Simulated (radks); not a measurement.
The numbers below are computed, except where a source is named.
Valence configurations of Ta I (all share [Xe]). Level of theory: scalar-relativistic Kohn-Sham, PBE, spin-unpolarised, spherical densities, point nucleus (a radial shooting solver on a logarithmic mesh with Libxc functionals). Energies are relative to 4f14 5d3 6s2; eigenvalues in eV.

valence	E (eV)	e(4f)	e(5d)	e(6p)	e(6s)
4f14 5d3 6s2	0.000	-24.704	-3.591	-	-5.443
4f13 5d3 6s2 6p1	28.967	-37.124	-7.463	-2.378	-7.287
4f13 5d4 6s2	24.818	-33.098	-4.602	-	-5.598
4f13 5d3 6s1 6p2	33.995	-38.595	-8.709	-2.989	-8.131
4f14 5d3 6s1 6p1	4.179	-26.227	-4.891	-2.100	-6.407
4f11 5d5 6s2 6p1	104.36	-55.953	-10.035	-2.403	-7.680
4f12 5d3 6s1 6p3	75.907	-52.142	-13.009	-3.877	-9.869
4f12 5d4 6s2 6p1	62.595	-46.307	-8.752	-2.395	-7.503
4f14 5d2 6s2 6p1	2.986	-28.433	-6.160	-2.347	-7.015
4f14 5d3 6p2	8.595	-27.628	-6.049	-2.696	-

NIST lists [Xe] 4f14 5d3 6s2 as the ground configuration; this level of theory agrees among the configurations tried. The energies are those of spherical spin-averaged densities, not of single terms.
